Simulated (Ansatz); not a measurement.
A calculation with Ansatz (development build ahead of 0.2.0).

```yaml
crystal:
  periodic: [false, false, false]
  atoms:
    - { symbol: Cr, position_ang: [0.0, 0.0, 0.0] }
    - { symbol: Cl, position_ang: [0.0, 0.0, 3.291] }
basis:
  gaussian: { orbitals: pcseg-2 }
magnetization:
  spin_polarized: true
  initial_magnetization: 5
hamiltonian:
  xc: pbe
```

The input is written out in the form of the current development build from the run's settings.

Results

| Item | Value |
| --- | --- |
| Converged | yes |
| Total energy | -1504.26593 hartree |
| Spin squared of the determinant | 8.921 |
| Stability test | minimum |
